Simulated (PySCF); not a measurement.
Input of a run (HF/def2-SVP geometry optimisation, gas phase (PySCF 2.14.0)), started from GFN2-xTB:
```
{"job": {"xc": "HF", "basis": "def2-SVP", "grid": 1, "kind": "geom"}, "charge": 0, "multiplicity": 1}
C      2.217821    -0.162875    -0.623114
O      0.830553     0.020564    -0.887570
C     -0.012255    -0.004811     0.121146
F      0.543345    -0.211360     1.312632
C     -1.341730     0.164434    -0.024809
C     -2.251800     0.131181     1.090815
O     -2.039308    -0.034896     2.248588
Cl    -3.925009     0.389440     0.534767
H      2.707063    -0.103050    -1.591907
H      2.596186     0.620858     0.036724
H      2.403590    -1.138731    -0.169228
H     -1.727257     0.328560    -1.015194
```

Output (energies in Eh, forces in Eh/bohr):
```
step   0  E = -861.97268174  max force = 0.045399
step   1  E = -861.97574823  max force = 0.008421
step   2  E = -861.97526932  max force = 0.010106
step   3  E = -861.97593324  max force = 0.007915
step   4  E = -861.97581873  max force = 0.007540
step   5  E = -861.97602180  max force = 0.006458
step   6  E = -861.97617260  max force = 0.001568
step   7  E = -861.97616869  max force = 0.002781
step   8  E = -861.97621592  max force = 0.000448
step   9  E = -861.97622857  max force = 0.000328
optimisation converged
```

Question: Summarise the run.

Answer: The energy falls by 9.3 kJ/mol over 10 energy and gradient evaluations, the largest force component goes from 0.0454 to 3.3e-04 Eh/bohr, and the atoms move by 0.049 Å rms after alignment. The bond that changes most is C3–F4 (vinylic C–F carbon to vinyl fluorine), which shortens by 0.038 Å. Bonds longer at the end by more than 0.005 Å: 1 of 11; shorter: 6. Among the angles that change most is C1–O2–C3, from 118.7° to 121.6°. The energy rose by more than 1e-6 Eh at steps 2, 4 and 7. The first step brought 86 % of the lowering.

Question: What are the final bond lengths?

Answer: C1–O2 1.418 Å, O2–C3 1.298 Å, C3–F4 1.293 Å, C3=C5 1.339 Å, C5–C6 1.459 Å, C6=O7 1.168 Å, C6–Cl8 1.786 Å, C1–H9 1.084 Å, C1–H10 1.087 Å, C1–H11 1.088 Å, C5–H12 1.076 Å. Numbering counts from 1 in the input's order; the species is `CO/C(F)=C/C(=O)Cl`.

The run used 136 basis functions and 80 SCF cycles in all. The run took 30 s wall on an Arm Neoverse V2 with one thread, no GPU, shared host with 96 logical CPUs at a one-minute load of 33, and the process peaked at 0.53 GiB of memory.

Not checked by HF/def2-SVP frequencies. The numbers are those of one conformer.

The values belong to the conformer `[CH3:1][O:2]/[C:3]([F:4])=[CH:5]/[C:6](=[O:7])[Cl:8]`: C1–O2–C3–F4 3°, C3–C5–C6–O7 1°.
